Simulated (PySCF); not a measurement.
**Potassium: a sound run and one with changed settings**

Sound run: K²⁺ [Ne] 3s2 3p5, K³⁺ [Ne] 3s2 3p4. Computed with PySCF 2.14 in def2-SVP, with the non-relativistic Hamiltonian (point nucleus). In the sound run the correlated levels freeze [Ne] 3s2. The sound run starts from symmetry-adapted Hartree-Fock orbitals and uses a fine grid where one is needed.

A second run was set up differently.

```json
{"species": "K²⁺", "method": "UHF", "sound run (hartree)": "-597.76878", "changed run (hartree)": "-591.89066", "converged": "yes"}
{"species": "K²⁺", "method": "TPSS", "sound run (hartree)": "-598.48328", "changed run (hartree)": "-592.51749", "converged": "yes"}
{"species": "K²⁺", "method": "B3LYP", "sound run (hartree)": "-598.47260", "changed run (hartree)": "-592.49576", "converged": "yes"}
{"species": "K²⁺", "method": "MP2", "sound run (hartree)": "-597.79284", "changed run (hartree)": "-591.89339", "converged": "yes"}
{"species": "K²⁺", "method": "CCSD(T)", "sound run (hartree)": "-597.79635", "changed run (hartree)": "-591.89385", "converged": "yes"}
{"species": "K³⁺", "method": "UHF", "sound run (hartree)": "-596.04457", "changed run (hartree)": "-590.24609", "converged": "yes"}
{"species": "K³⁺", "method": "TPSS", "sound run (hartree)": "-596.70716", "changed run (hartree)": "-590.82389", "converged": "yes"}
{"species": "K³⁺", "method": "B3LYP", "sound run (hartree)": "-596.69301", "changed run (hartree)": "-590.79770", "converged": "yes"}
{"species": "K³⁺", "method": "MP2", "sound run (hartree)": "-596.05726", "changed run (hartree)": "-590.24680", "converged": "yes"}
{"species": "K³⁺", "method": "CCSD(T)", "sound run (hartree)": "-596.05945", "changed run (hartree)": "-590.24693", "converged": "yes"}
```

Ionisation energy of K²⁺:

| method | sound run (eV) | changed run (eV) |
| --- | --- | --- |
| UHF | 46.918 | 44.751 |
| TPSS | 48.331 | 46.085 |
| B3LYP | 48.425 | 46.207 |
| MP2 | 47.227 | 44.806 |
| SCS-MP2 | 47.233 | 44.806 |
| CCSD | 47.263 | 44.814 |
| CCSD(T) | 47.264 | 44.815 |

Question: What was changed?
A. minimal basis
B. angular grid far too coarse
C. level shift left on
D. a valence shell is frozen

Answer: A. It used basis STO-3G. A minimal basis cannot let orbitals breathe on ionisation and holds almost no correlation.
